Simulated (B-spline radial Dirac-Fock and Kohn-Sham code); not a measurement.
**What relativity does to the binding energies of Ba⁴⁺**

System: Ba⁴⁺, 1s2 2s2 2p6 3s2 3p6 3d10 4s2 4p6 4d10 5s2 5p4.

Both columns are ΔSCF binding energies of the configuration average from a radial finite-basis atomic code: non-relativistic Hartree-Fock with a point nucleus, and Dirac-Fock with a finite nucleus and the Coulomb interaction alone, averaged over the two j levels with weights 2j+1.

```
shell  Hartree-Fock (eV)  Dirac-Fock (eV)  shift (eV)  shift (%)
   1s            35952.9          37629.1    +1676.25      +4.66
   2s             5643.1           6061.4     +418.28      +7.41
   2p             5310.6           5436.2     +125.64      +2.37
   3s             1257.4           1349.0      +91.58      +7.28
   3p             1114.3           1143.2      +28.95      +2.60
   3d              850.4            838.5      -11.91      -1.40
   4s              294.3            313.8      +19.48      +6.62
   4d              143.6            140.2       -3.37      -2.35
   5s              74.09            77.38       +3.29      +4.44
   5p              58.59            59.11       +0.52      +0.89
```

Relativity binds 1s, 2s, 2p, 3s, 3p, 4s, 5s, 5p more strongly, among those listed most of all 2s in relative terms, and 3d, 4d more weakly, because the contracted s and p shells screen the nucleus better.

Values without a named source are computed, but for edge energies of neutral atoms, which are taken from tables.
